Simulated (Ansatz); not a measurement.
Cost and result for the atomization energy of GeS, SMILES `[S+]#[Ge-]` (2 atoms, 1 bond).

```xyz
2

S    -0.877   -0.369    0.331
Ge    0.877    0.369   -0.331
```

The species carries charge 0 and has multiplicity 1. Correlated methods include outer-core shells of Ge, which these sets cover unevenly. Scalar relativity is left out up to krypton. The geometry is a stationary point of PBE0-D4/def2-TZVP. Program: Ansatz. All runs use 2 threads of an AMD EPYC 7R13 on a shared host. Times are those of one run each, without the atoms' runs, and a repeat can differ threefold. Electronic energies, without spin–orbit coupling; frozen cores. CCSD(T)/CBS adds CCSD(T) − MP2 in def2-TZVPP to the MP2 limit, and its time is that of the two runs behind it. T1 = 0.019. With those shells the extrapolation isn't a true limit. HSE06 is the plane-wave form, built on full-range PBE exchange.

CCSD(T)/CBS is a level of theory with its own doubt, some kJ/mol a heavy atom from the limit and from the frozen cores, so smaller differences don't rank the functionals.

```tsv
level	functions	wall time
LDA (SPW92)/def2-TZVPP	90	0.66 s
BLYP-D4/def2-TZVPP	90	0.66 s
revPBE-D4/def2-TZVPP	90	0.86 s
CCSD(T)/def2-SVP	50	0.86 s
HSE06-D4/def2-TZVPP	90	1.3 s
CAM-B3LYP-D4/def2-TZVPP	90	1.5 s
r2SCANh-D4/def2-TZVPP	90	1.9 s
RPA@PBE/def2-TZVPP	90	2 s
B97M-V/def2-TZVPP	90	2.5 s
CCSD(T)/def2-TZVPP	90	2.8 s
ωB97M-V/def2-TZVPP (with forces)	90	3.8 s
CCSD(T)/def2-QZVPP	159	11 s
CCSD(T)/CBS(def2)	–	13 s
```

(1) What atomization energy does each give, and how far from CCSD(T)/CBS? (Estimate.)

Answers

(1) Computed: 
```json
{"level": "LDA (SPW92)/def2-TZVPP", "atomization (kcal/mol)": "159.6", "difference from CCSD(T)/CBS": "24.3", "per bond": "24.2"}
{"level": "BLYP-D4/def2-TZVPP", "atomization (kcal/mol)": "135.8", "difference from CCSD(T)/CBS": "0.5", "per bond": "0.4"}
{"level": "revPBE-D4/def2-TZVPP", "atomization (kcal/mol)": "134.1", "difference from CCSD(T)/CBS": "-1.2", "per bond": "-1.2"}
{"level": "CCSD(T)/def2-SVP", "atomization (kcal/mol)": "119.2", "difference from CCSD(T)/CBS": "-16.1", "per bond": "-16.2"}
{"level": "HSE06-D4/def2-TZVPP", "atomization (kcal/mol)": "131.4", "difference from CCSD(T)/CBS": "-3.9", "per bond": "-4.0"}
{"level": "CAM-B3LYP-D4/def2-TZVPP", "atomization (kcal/mol)": "127.9", "difference from CCSD(T)/CBS": "-7.4", "per bond": "-7.5"}
{"level": "r2SCANh-D4/def2-TZVPP", "atomization (kcal/mol)": "131.4", "difference from CCSD(T)/CBS": "-3.9", "per bond": "-3.9"}
{"level": "RPA@PBE/def2-TZVPP", "atomization (kcal/mol)": "119.0", "difference from CCSD(T)/CBS": "-16.3", "per bond": "-16.3"}
{"level": "B97M-V/def2-TZVPP", "atomization (kcal/mol)": "137.9", "difference from CCSD(T)/CBS": "2.6", "per bond": "2.5"}
{"level": "CCSD(T)/def2-TZVPP", "atomization (kcal/mol)": "127.4", "difference from CCSD(T)/CBS": "-7.9", "per bond": "-8.0"}
{"level": "ωB97M-V/def2-TZVPP (with forces)", "atomization (kcal/mol)": "132.0", "difference from CCSD(T)/CBS": "-3.3", "per bond": "-3.4"}
{"level": "CCSD(T)/def2-QZVPP", "atomization (kcal/mol)": "131.9", "difference from CCSD(T)/CBS": "-3.4", "per bond": "-3.4"}
{"level": "CCSD(T)/CBS(def2)", "atomization (kcal/mol)": "135.3", "difference from CCSD(T)/CBS": "0.0", "per bond": "0.0"}
```

From r2SCAN to r2SCAN0 (25 % exact exchange), in def2-TZVPP and without D4, the atomization energy moves by −7.3 kcal/mol: exact exchange takes away binding that semilocal exchange gives to molecules. Leaving LDA and LC-ωPBE aside and taking each functional with its dispersion term where it has one, the values, not all of them listed here, spread over 17.2 kcal/mol, from BHLYP-D4 to PBE-D4. LDA lies +21.4 kcal/mol from PBE without D4, its usual overbinding. In def2-TZVPP, CCSD(T) changes the Hartree–Fock value by +52.3 kcal/mol (the triples alone add +7.3 kcal/mol) and MP2 by +57.4 kcal/mol; breaking electron pairs costs correlation energy, which Hartree–Fock lacks.
